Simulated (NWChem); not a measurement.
The numbers come from NWChem runs, not from measurements. System: C4H6Si, charge 0, spin multiplicity 1, at a geometry optimised with B3LYP/def2-SVP. The structure started from a generated list of species. Level: PBE/def2-TZVP.

Part of the output:

```
             Northwest Computational Chemistry Package (NWChem) 7.3.0
             --------------------------------------------------------

                                NWChem Input Module
                                -------------------

 Scaling coordinates for geometry "geometry" by  1.889725989
 (inverse scale =  0.529177249)

                             Geometry "geometry" -> ""
                             -------------------------

 Output coordinates in angstroms (scale by  1.889725989 to convert to a.u.)

  No.       Tag          Charge          X              Y              Z
 ---- ---------------- ---------- -------------- -------------- --------------
    1 C                    6.0000    -2.87367900     0.56771400     0.91163400
    2 C                    6.0000    -2.14766500    -0.22545700     0.10416700
    3 C                    6.0000    -0.73210200    -0.16024700    -0.03875300
    4 C                    6.0000     0.48278100    -0.12746300    -0.18200900
    5 Si                  14.0000     2.30186400    -0.06984300    -0.38820500
    6 H                    1.0000    -2.40514400     1.33825700     1.52929500
    7 H                    1.0000    -3.95947800     0.46028500     0.97047200
    8 H                    1.0000    -2.65609900    -0.98736000    -0.50027800
    9 H                    1.0000     2.97002400    -0.34792900     0.91536400
   10 H                    1.0000     2.71685800     1.27994200    -0.86658400
   11 H                    1.0000     2.73174400    -1.09267500    -1.38363100

 Effective nuclear repulsion energy (a.u.)     170.0857089673

            Nuclear Dipole moment (a.u.)
            ----------------------------
        X                 Y               Z
 ---------------- ---------------- ----------------
     0.0000207870     0.0000000000     0.0000037795


 Summary of "ao basis" -> "" (spherical)
 ------------------------------------------------------------------------------
       Tag                 Description            Shells   Functions and Types
 ---------------- ------------------------------  ------  ---------------------
 *                         def2-tzvp                  on all atoms

  pbe96 is a nonlocal functional; adding pw91lda local functional.

                                 NWChem DFT Module
                                 -----------------

 Summary of "ao basis" -> "ao basis" (spherical)
 ------------------------------------------------------------------------------
[...]
 Vector   21  Occ=2.000000D+00  E=-2.491320D-01
              MO Center=  7.8D-02, -1.9D-01, -1.8D-01, r^2= 2.9D+00
   Bfn.  Coefficient  Atom+Function         Bfn.  Coefficient  Atom+Function
  ----- ------------  ---------------      ----- ------------  ---------------
   100      0.215870   4 C  py               69      0.212960   3 C  py
   101      0.189451   4 C  pz               70      0.186565   3 C  pz
    72      0.175126   3 C  py              103      0.174207   4 C  py
    73      0.154899   3 C  pz              104      0.153066   4 C  pz
   193      0.105580  11 H  s                75      0.099881   3 C  py

 Vector   22  Occ=2.000000D+00  E=-2.275511D-01
              MO Center= -9.6D-01,  9.6D-02,  2.2D-01, r^2= 4.4D+00
   Bfn.  Coefficient  Atom+Function         Bfn.  Coefficient  Atom+Function
  ----- ------------  ---------------      ----- ------------  ---------------
   101     -0.189315   4 C  pz                8      0.179137   1 C  pz
   100      0.168088   4 C  py                7     -0.159071   1 C  py
    11      0.157479   1 C  pz              104     -0.155924   4 C  pz
    70     -0.142177   3 C  pz               10     -0.139858   1 C  py
   103      0.138444   4 C  py               69      0.126226   3 C  py

 Vector   23  Occ=0.000000D+00  E=-8.453829D-02
              MO Center= -1.4D+00,  1.5D-01,  3.3D-01, r^2= 5.1D+00
   Bfn.  Coefficient  Atom+Function         Bfn.  Coefficient  Atom+Function
  ----- ------------  ---------------      ----- ------------  ---------------
    14      0.302230   1 C  pz               13     -0.268615   1 C  py
    45     -0.230579   2 C  pz                8      0.211705   1 C  pz
    44      0.204426   2 C  py               11      0.190213   1 C  pz
     7     -0.187997   1 C  py              182     -0.171241   9 H  s
    10     -0.168897   1 C  py              188      0.168299  10 H  s

 Vector   24  Occ=0.000000D+00  E=-3.645272D-02
              MO Center=  2.3D-01, -1.4D-01, -1.5D-01, r^2= 5.0D+00
   Bfn.  Coefficient  Atom+Function         Bfn.  Coefficient  Atom+Function
  ----- ------------  ---------------      ----- ------------  ---------------
     5      0.582726   1 C  s                98      0.491574   4 C  s
   194      0.475891  11 H  s               176     -0.456444   8 H  s
    67     -0.429118   3 C  s               143      0.340012   5 Si py
   170     -0.318456   7 H  s                74     -0.296608   3 C  px
   144      0.293969   5 Si pz              188     -0.260988  10 H  s

 Vector   25  Occ=0.000000D+00  E= 3.694463D-03
              MO Center=  2.8D+00, -3.7D-02, -4.2D-01, r^2= 4.7D+00
   Bfn.  Coefficient  Atom+Function         Bfn.  Coefficient  Atom+Function
  ----- ------------  ---------------      ----- ------------  ---------------
   142      1.746989   5 Si px              105      1.349823   4 C  px
    67      1.181474   3 C  s               129     -1.143494   5 Si s
    98      1.042512   4 C  s               139      0.473464   5 Si px
   194     -0.397429  11 H  s               182     -0.326172   9 H  s
   188     -0.324955  10 H  s                97      0.267856   4 C  s

 center of mass
 --------------
 x =   0.01254002 y =  -0.01483276 z =  -0.01498617

 moments of inertia (a.u.)
 ------------------
         117.517729854684          73.469344632001         248.238324426577
          73.469344632001        1379.566234515117         -36.176938722896
         248.238324426577         -36.176938722896        1341.250560669196

     Multipole analysis of the density
     ---------------------------------

     L   x y z        total         alpha         beta         nuclear
     -   - - -        -----         -----         ----         -------
     0   0 0 0     -0.000000    -22.000000    -22.000000     44.000000

     1   1 0 0     -0.410639     -0.205330     -0.205330      0.000021
     1   0 1 0      0.019518      0.009759      0.009759      0.000000
     1   0 0 1      0.075683      0.037840      0.037840      0.000004

     2   2 0 0    -23.966092   -383.729416   -383.729416    743.492739
     2   1 1 0      0.216879     21.104375     21.104375    -41.991871
     2   1 0 1     -0.740334     70.221723     70.221723   -141.183781
     2   0 2 0    -29.087321    -29.702020    -29.702020     30.316718
     2   0 1 1      1.260851    -11.139545    -11.139545     23.539940
     2   0 0 2    -29.317284    -40.376221    -40.376221     51.435157

 Task  times  cpu:      169.7s     wall:      169.7s

 Total times  cpu:      169.8s     wall:      169.8s
```

**Question.** Write an NWChem input that would produce this output.

**Answer.** This is not unique; one that fits is 
```
start mol
memory heap 200 mb stack 800 mb global 1000 mb
geometry units angstroms nocenter noautoz noautosym
  C     -2.873679     0.567714     0.911634
  C     -2.147665    -0.225457     0.104167
  C     -0.732102    -0.160247    -0.038753
  C      0.482781    -0.127463    -0.182009
  Si     2.301864    -0.069843    -0.388205
  H     -2.405144     1.338257     1.529295
  H     -3.959478     0.460285     0.970472
  H     -2.656099    -0.987360    -0.500278
  H      2.970024    -0.347929     0.915364
  H      2.716858     1.279942    -0.866584
  H      2.731744    -1.092675    -1.383631
end
basis spherical
  * library def2-tzvp
end
dft
  xc xpbe96 cpbe96
  semidirect memsize 60000000 filesize 0
  iterations 100
end
task dft energy
```
